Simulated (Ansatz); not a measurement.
`NB(F)[SiH3]` → `BN[SiH2]F`  (isomerisation)

Computed with Ansatz on PBE0-D4/def2-TZVP structures; ΔE is electronic, products minus reactants. CBS: MP2 limit from def2 TZ/QZ plus the TZ coupled-cluster correction, frozen cores. Functionals use def2-TZVPP. One conformer a species, not always the lowest.

```csv
species,CAM-B3LYP-D4 energy (Eh)
`NB(F)[SiH3]`,-472.07522
`BN[SiH2]F`,-472.10279
```

Problem. Work out ΔE.

Solution. ΔE = (-472.10279) − (-472.07522) = -0.02757 Eh = -0.75 eV. CCSD(T)/CBS gives -0.81 eV.

Largest T1 diagnostic among the species: 0.013.

From BLYP to BHLYP (50 % exact exchange), in def2-TZVPP and without D4, ΔE moves by −0.18 eV. In def2-TZVPP, CCSD(T) changes the Hartree–Fock value by +0.17 eV (the triples alone add +0.02 eV) and MP2 by +0.05 eV. At CCSD(T), def2-SVP lies +0.39 eV from the extrapolated value and def2-TZVPP +0.05 eV.
